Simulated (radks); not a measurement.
The numbers below are computed, except where a source is named.
Polarisability of neutral fluorine, [He] 2s2 2p5, at imaginary frequency. Code: a radial shooting solver on a logarithmic mesh with Libxc functionals. Model: scalar-relativistic Kohn-Sham, LB94 model potential, spin-polarised, spherical densities, finite nucleus; open shells are filled with parallel spins first; Fermi nuclear charge, rms radius 2.8976 fm. Response by self-consistent Sternheimer equations with the Hartree and adiabatic LDA kernel, the relativistic mass of each level held fixed and spin-orbit coupling left out.

w (hartree),alpha1(iw) (bohr^3)
0.00266,3.543
0.0143,3.542
0.0360,3.536
0.0697,3.517
0.118,3.470
0.186,3.370
0.280,3.183
0.413,2.875
0.605,2.430
0.892,1.878
1.35,1.292
2.12,0.7620
3.59,0.3618
6.94,0.1228
17.5,0.02305

Static values: alpha1 = 3.543 bohr^3 (0.5250 angstrom^3; uncoupled 4.174). C6 = 9.256, triple-dipole C9 = 23.15 atomic units. One-pole (London) frequency 4 C6 / (3 alpha1^2) = 0.983 hartree, against 0.646 for minus the highest occupied eigenvalue. Recommended static value: 3.74 bohr^3 (Schwerdtfeger and Nagle, 2023 table).
